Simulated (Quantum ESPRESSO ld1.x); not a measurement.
Input file for ld1.x (Quantum ESPRESSO 7.5):

```
 &input
    zed=52.0,
    iswitch=1,
    rel=1,
    dft='BLYP',
    config='[Kr] 4d10 5s2',
    verbosity='high',
    prefix='ld1',
    max_out_wfc=37,
    file_charge='ld1.rho',
 /
```

Output:

```
     Program LD1 v.7.5 starts

     --------------------------- All-electron run ----------------------------

     scalar relativistic calculation

     atomic number is 52.00
     dft =BLYP   lsd =0 sic =0 latt =0  beta=0.20 tr2=1.0E-14
     Exchange-correlation= BLYP
                           (   1   3   1   3   0   0   0)
     mesh =2071 r(mesh) = 100.35925 a.u. xmin = -8.00 dx = 0.00800
     1 Ry =  13.60569312 eV, c = 137.03599908

     n l     nl                  e(Ry)          e(Ha)          e(eV)
     1 0     1S 1( 2.00)   -2328.311993161   -1164.155996580 -31678.2984735
     2 0     2S 1( 2.00)    -359.766672201    -179.883336101  -4894.8749378
     2 1     2P 1( 6.00)    -323.313647996    -161.656823998  -4398.9062771
     3 0     3S 1( 2.00)     -74.136355671     -37.068177836  -1008.6765045
     3 1     3P 1( 6.00)     -62.289059396     -31.144529698   -847.4858271
     4 0     4S 1( 2.00)     -15.241529778      -7.620764889   -207.3715769
     4 1     4P 1( 6.00)     -11.564293412      -5.782146706   -157.3402273
     3 2     3D 1(10.00)     -44.369765821     -22.184882910   -603.6814177
     4 2     4D 1(10.00)      -6.198901606      -3.099450803    -84.3403530
     5 0     5S 1( 2.00)      -3.920936203      -1.960468101    -53.3470547

     final scf error:  7.3E-15 reached in  27 iterations

     Etot =  -13583.602878 Ry,   -6791.801439 Ha, -184814.332262 eV

     Ekin =   14233.534463 Ry,    7116.767231 Ha,  193657.101955 eV
     Encl =  -32705.002145 Ry,  -16352.501073 Ha, -444974.222774 eV
     Eh   =    5237.734366 Ry,    2618.867183 Ha,   71263.006449 eV
     Exc  =    -349.869562 Ry,    -174.934781 Ha,   -4760.217892 eV

     normalization and overlap integrals

     s(1S/1S) =  1.000000  <r> =   0.0278  <r2> =    0.0010  r(max) =   0.0179
     s(1S/2S) = -0.014420
     s(1S/3S) = -0.006071
     s(1S/4S) = -0.002758
     s(1S/5S) = -0.001104
     s(2S/2S) =  1.000000  <r> =   0.1198  <r2> =    0.0169  r(max) =   0.1015
     s(2S/3S) = -0.003738
     s(2S/4S) = -0.001633
     s(2S/5S) = -0.000649
     s(2P/2P) =  1.000000  <r> =   0.1047  <r2> =    0.0134  r(max) =   0.0812
     s(2P/3P) = -0.003048
     s(2P/4P) = -0.001246
     s(3S/3S) =  1.000000  <r> =   0.3222  <r2> =    0.1186  r(max) =   0.2919
     s(3S/4S) = -0.001103
     s(3S/5S) = -0.000428
     s(3P/3P) =  1.000000  <r> =   0.3203  <r2> =    0.1190  r(max) =   0.2873
     s(3P/4P) = -0.000932
     s(4S/4S) =  1.000000  <r> =   0.7637  <r2> =    0.6591  r(max) =   0.6982
     s(4S/5S) = -0.000270
     s(4P/4P) =  1.000000  <r> =   0.8194  <r2> =    0.7653  r(max) =   0.7384
     s(3D/3D) =  1.000000  <r> =   0.2968  <r2> =    0.1043  r(max) =   0.2371
     s(3D/4D) = -0.000627
     s(4D/4D) =  1.000000  <r> =   0.9605  <r2> =    1.0791  r(max) =   0.8063
     s(5S/5S) =  1.000000  <r> =   1.8714  <r2> =    3.9152  r(max) =   1.6968

     ------------------------ End of All-electron run ------------------------
```

Run on one thread of a shared host, so times are rough (Intel(R) Xeon(R) Processor @ 2.60GHz): 0.71 s of CPU time, 0.74 s wall, 27 iterations on 2071 mesh points.
